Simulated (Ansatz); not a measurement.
`[F][Cd][Br]` + silanol → `[F][Cd][O][SiH3]` + HBr  (ligand exchange at a Cd–Br bond)

Program: Ansatz. Geometries: PBE0-D4/def2-TZVP. ΔE: electronic, gas phase. CBS: MP2 limit from def2 TZ/QZ plus the TZ coupled-cluster correction, frozen cores. Elements past krypton have def2 core potentials. For Br, Cd outer-core shells are correlated without core-valence functions, which leaves a few kJ/mol of doubt a bond. Scalar relativity is left out up to krypton. Each species was taken in one conformer, which may not be the lowest.

```csv
species,CCSD(T)/def2-TZVPP energy (Eh)
`[F][Cd][Br]`,-2840.07798
`O[SiH3]`,-366.62321
`[F][Cd][O][SiH3]`,-633.35054
HBr,-2573.30857
```

Q: Work out ΔE.

A: ΔE = (-633.35054) + (-2573.30857) − (-2840.07798) − (-366.62321) = 0.04208 Eh = +1.15 eV. CCSD(T)/CBS gives +1.26 eV.

Q: What do rigid-rotor, harmonic-oscillator terms from PBE0-D4/def2-TZVP frequencies (298.15 K, 1 bar) make of the CCSD(T)/CBS value? (Best estimate.)

A: The calculation gave: ΔZPE = -0.12 eV, ΔH = +1.16 eV, ΔS = 4 J/(mol·K), ΔG = +1.15 eV. Modes under 50 cm⁻¹ make the entropy rough.

Largest T1 diagnostic among the species: 0.016.

From BLYP to BHLYP (50 % exact exchange), in def2-TZVPP and without D4, ΔE moves by +0.19 eV. At CCSD(T), def2-SVP lies −0.14 eV from the extrapolated value and def2-TZVPP −0.11 eV. In def2-TZVPP, CCSD(T) changes the Hartree–Fock value by −0.33 eV (the triples alone add −0.04 eV) and MP2 by −0.32 eV.
